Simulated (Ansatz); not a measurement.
Z-matrix (Å, degrees):
```
C
H 1 1.0900
H 1 1.0961 2 109.42
H 1 1.0977 2 108.38 3 116.08
B 1 1.5539 2 113.89 4 120.08
Cl 5 1.7325 1 124.79 2 172.76
```
Charge 0, spin multiplicity 2.

Computed with frozen-core CCSD(T)/cc-pVTZ // ωB97X-D3(BJ)/def2-TZVP (Ansatz, an electronic-structure program).

The HF energy is -523.82633 Ha and the MP2 correlation energy is -0.43836 Ha.

Estimate the CCSD correlation energy, the (T) correction, the total energy and the T1 diagnostic.


```
Property                        Result
-----------------------  -------------
CCSD correlation energy    -0.47501 Ha
(T) correction             -0.01946 Ha
CCSD(T) total energy     -524.32080 Ha
T1 diagnostic                    0.014
```
